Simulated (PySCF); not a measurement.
## Structure from 2D NMR

Compound of formula C₇H₉N. Correlations simulated from computed shifts and the bond graph:

HSQC (one-bond C–H):
```csv
δH,δC
8.59,145.5
8.45,145.2
8.31,164.9
5.73,93.5
3.45,52.2
1.39,20.5
```

COSY cross peaks (H two or three bonds apart, from the bond graph; peaks can be absent where the dihedral angle is near 90°):
```csv
δH,δH
8.59,8.45
8.31,5.73
3.45,1.39
```

HMBC (two and three bonds, from the bond graph):
```csv
δH,δC
8.59,"145.2, 128.0, 93.5"
8.45,"145.5, 128.0, 93.5"
8.31,"128.0, 93.5, 52.2"
5.73,"164.9, 145.5, 145.2, 128.0"
3.45,"164.9, 20.5"
1.39,52.2
```

Carbons without hydrogens: δ 128.0.

- PBE0/pcSseg-1 with gauge-including orbitals
- geometry from GFN2-xTB
- code: PySCF 2.14
- no solvent, averaged over atoms made equivalent by symmetry, fast rotation or ring inversion, a single conformation, relativity neglected

References, each an isolated molecule treated in the same way: TMS for ¹H (σ = 31.72 ppm), ¹³C (σ = 186.93 ppm).

Exchangeable hydrogens are left out of these lists.

**Question.** Work out the connectivity.

**Answer.** `CC/N=C/C=C1C=C1`.

Atoms are numbered as in `[CH3:1][CH2:2]/[N:3]=[CH:4]/[CH:5]=[C:6]1[CH:7]=[CH:8]1`; H(Xn) means a hydrogen on atom n.

1. δC 164.9 is C4, a C=N carbon (δH 8.31).
2. δC 145.5 is C8, an alkene CH (δH 8.59).
3. δC 145.2 is C7, an alkene CH (δH 8.45).
4. δC 128.0 is C6, a fully substituted alkene carbon.
5. δC 93.5 is C5, an alkene CH (δH 5.73).
6. δC 52.2 is C2, an sp3 CH2 bonded to N (δH 3.45).
7. δC 20.5 is C1, a methyl carbon (δH 1.39).
8. HMBC from δH 8.59 reaches the proton-free carbon C6.
9. HMBC from δH 8.45 reaches the proton-free carbon C6.
10. HMBC from δH 8.31 reaches the proton-free carbon C6.
11. HMBC from δH 5.73 reaches the proton-free carbon C6.
12. COSY links 8.59–8.45, 8.31–5.73, 3.45–1.39.

The shifts were computed for this structure.

Shifts are as computed. Against solution values, carbons near 30 ppm lie about +3 ppm off and those near 130 ppm about +5 ppm. Of 1309 compounds with measured shifts, 239 miss one by over three times the rms of a fit or turn the order of signals round; such compounds aren't used in these exercises.
